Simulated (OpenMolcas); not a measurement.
## Zr²⁺: Racah parameters, the spin-orbit constant, worked from levels

```
Program             : OpenMolcas 26.06
Basis               : ANO-RCC-VDZP [6s5p3d1f]
Scalar Hamiltonian  : DKH2, point nucleus
Active space        : 2 electrons in 5 orbitals (4d)
State averaging     : 2S+1 = 3 even, 10 roots; 2S+1 = 1 even, 15 roots
Spin-orbit coupling : state interaction with AMFI integrals over the reference wave functions, term energies averaged over their components
```

Methods: CASSCF; SS-CASPT2, IPEA 0.25 Eh, imaginary shift 0.1 Eh (closed shells correlated: 4s 4p). Measured levels: Moore, Atomic Energy Levels, vol. II, NSRDS-NBS 35 (1971 reprint of NBS Circular 467, 1952); NIST levels as listed in Rynkun, Gaigalas and Jonsson, Astron. Astrophys. 637, A10 (2020).

**Racah parameters.** Above ³F, d2 has ³P at 15B, ¹G at 12B + 2C and ¹D at 5B + 2C. The first two fix B and C, and the third tests them; where it misses by thousands of cm-1, two parameters do not describe the configuration (Trees and configuration-interaction terms are left out) and B and C hang on the terms chosen. Term energies are centres of gravity, weighted by 2J + 1.

```
   Source    ³P     ¹G    B     C   C/B  ¹D from B, C  ¹D found
   CASSCF  9686  12584  646  2418  3.74          8066      8018
SS-CASPT2  7989  11074  533  2341  4.39          7347      4758
 measured  7717  10185  514  2006  3.90          6582      4878
```

Energies in cm-1. From CASSCF to SS-CASPT2, B changes by -17.5 % and C by -3.2 %. Against the measured terms, SS-CASPT2 has B off by +3.7 % and C by +16.7 %.

**The spin-orbit constant.** For the Hund term ³F of d2, E(J) = (A/2) J(J+1) + constant and ζ = 2S·A = 2A. From J = 2 to J = 4 the energy changes by 7 A.

```
   Source  E(4) - E(2)      A    ζ
   CASSCF       1547.4  221.1  442
SS-CASPT2       1573.8  224.8  450
 measured       1486.4  212.3  425
```

All in cm-1. SS-CASPT2 is off by +5.9 % and CASSCF by +4.1 %. Both methods take the spin-orbit matrix elements from the reference wave functions, so the second can move ζ only through the term energies and any multistate remixing. Second-order mixing with other terms is absorbed into this ζ.

Term energies are means over components that CASPT2 splits; among the terms shown or strongly mixed into the levels shown the widest spread is 320 cm-1 (4d² ¹G, SS-CASPT2). Levels of configurations with an s electron are missing; early in the row they begin among the upper levels of the d shell and mix with terms of their name. Without dynamic correlation excited terms often stand tens of per cent too high (terms of higher spin than the ground term too low), and those without a measured partner can miss by more than the paired ones (holds for CASSCF). Some levels mix across a computed gap that differs much from the measured one, so their mixing is not that of the real levels (holds for CASSCF). Measured partners are found by configuration, term and J. A level has none where our copy of the source lacks it or the pairing is in doubt (some pairs that miss far off the trend of their configuration count as doubtful), and it then counts in no deviation. Only configurations of the active space appear.
